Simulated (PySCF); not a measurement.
Ground-state electric properties of a mixed set of molecules.

All values: PBE0/def2-SVPD (PySCF) at GFN2-xTB geometries, gas phase, one conformer each. Core orbitals are frozen in the response; Δα² is half the sum of the squared differences of the principal polarisabilities.

Question: Rank by polarisability anisotropy Δα, highest first.
A. `[H]/[N:4]=[C:3](/[O:2][CH3:1])[CH2:5][O:6][CH:7]([F:8])[F:9]` with C1–O2–C3–N4 2°, O2–C3–C5–O6 -153°, C3–C5–O6–C7 72°, C5–O6–C7–F8 74°
B. `[OH:1][CH2:2][C:3]1=[CH:4][CH2:5][CH:6]=[CH:7][O:8]1` with H–O1–C2–C3 -51°, O1–C2–C3–C4 -119°
C. `[CH3:1][O:2][c:3]1[cH:4][cH:5][cH:6][c:7]([Cl:8])[cH:9]1` with C1–O2–C3–C4 180° (3-chloroanisole)
D. `C#Cc1cc([SiH3])ccp1`
E. `[CH2:1]=[CH:2][CH2:3][C:4](=[O:5])[O:6][CH:7]=[CH2:8]` with C1–C2–C3–C4 -124°, C2–C3–C4–O5 -12°, C3–C4–O6–C7 180°, C4–O6–C7–C8 -178°
F. `[CH3:1][C@@:2]([F:3])([Cl:4])[CH2:5][C:6](=[O:7])[OH:8]` with C1–C2–C5–C6 67°, C2–C5–C6–O7 -57°, C5–C6–O8–H -179°

Answer: D (13.68 Å³), C (8.73 Å³), E (7.64 Å³), B (4.97 Å³), F (3.51 Å³), A (2.75 Å³).

Question: Rank by HOMO energy, lowest first.
A. `c1(cccc(OC)c1)Cl`
B. `C#Cc1cc([SiH3])ccp1`
C. `OCC1=CCC=CO1`
D. `[H]/N=C(\COC(F)F)OC`
E. `COC(=O)C=C1CC1`
F. `O(C=C)C(=O)CC=C`

Answer: D (-8.23 eV), E (-7.87 eV), F (-7.52 eV), B (-6.99 eV), A (-6.70 eV), C (-6.33 eV).

All values together:

```tsv
SMILES	formula	μ (D)	HOMO (eV)	LUMO (eV)	α (Å³)	Δα (Å³)	electrons	α per electron (Å³)
F[Si@@H]([SiH3])P	FH6PSi2	2.03	-7.59	-1.01	12.65	5.30	58	0.218
COC(=O)C=C1CC1	C6H8O2	1.47	-7.87	-1.21	11.94	7.90	60	0.199
C#Cc1cc([SiH3])ccp1	C7H7PSi	1.32	-6.99	-2.10	20.37	13.68	78	0.261
[H]/N=C(\COC(F)F)OC	C4H7F2NO2	2.69	-8.23	-0.09	9.92	2.75	72	0.138
OCC1=CCC=CO1	C6H8O2	2.11	-6.33	-0.09	11.26	4.97	60	0.188
C=CCC(=O)OC=C	C6H8O2	1.76	-7.52	-0.55	12.17	7.64	60	0.203
C[C@@](F)(Cl)CC(=O)O	C4H6ClFO2	1.87	-8.55	-0.63	10.48	3.51	72	0.146
COc1cccc(Cl)c1	C7H7ClO	1.58	-6.70	-0.55	14.81	8.73	74	0.200
```

Conformers: `[F:1][Si@@H:2]([SiH3:3])[PH2:4]` with F1–Si2–P4–H -179° and -86°; `[CH3:1][O:2][C:3](=[O:4])[CH:5]=[C:6]1[CH2:7][CH2:8]1` with C1–O2–C3–O4 0°, O2–C3–C5–C6 180°; `[H]/[N:4]=[C:3](/[O:2][CH3:1])[CH2:5][O:6][CH:7]([F:8])[F:9]` with C1–O2–C3–N4 2°, O2–C3–C5–O6 -153°, C3–C5–O6–C7 72°, C5–O6–C7–F8 74°; `[OH:1][CH2:2][C:3]1=[CH:4][CH2:5][CH:6]=[CH:7][O:8]1` with H–O1–C2–C3 -51°, O1–C2–C3–C4 -119°; `[CH2:1]=[CH:2][CH2:3][C:4](=[O:5])[O:6][CH:7]=[CH2:8]` with C1–C2–C3–C4 -124°, C2–C3–C4–O5 -12°, C3–C4–O6–C7 180°, C4–O6–C7–C8 -178°; `[CH3:1][C@@:2]([F:3])([Cl:4])[CH2:5][C:6](=[O:7])[OH:8]` with C1–C2–C5–C6 67°, C2–C5–C6–O7 -57°, C5–C6–O8–H -179°; `[CH3:1][O:2][c:3]1[cH:4][cH:5][cH:6][c:7]([Cl:8])[cH:9]1` with C1–O2–C3–C4 180°.

Q: How closely does the mean polarisability follow the number of electrons in this set?

A: The correlation coefficient is 0.50; α per electron runs from 0.138 to 0.261 Å³.
